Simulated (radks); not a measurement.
Q: The mean radii <r> (bohr) of the occupied orbitals of an atom or ion are listed with their occupations. All-electron calculation, non-relativistic Kohn-Sham, RPBE, spin-polarised, spherical densities, point nucleus. Program: a radial shooting solver on a logarithmic mesh with Libxc functionals.

| orbital | occ. | <r> |
|---|---|---|
| 1s | 2 | 0.1116 |
| 2s | 2 | 0.5684 |
| 2p | 6 | 0.5364 |
| 3s | 2 | 1.962 |

Name the element and its charge. Open shells, if any, are filled with parallel spins first.

A: Z = 14, silicon, charge +2: Si2+ in [Ne] 3s2. The 1s radius gives Z: for a bare nucleus <r> = 1.5/Z, 0.1071 bohr for Z = 14, and screening makes it slightly larger (0.1116 here). The occupations add up to 12, and the charge is Z minus that.
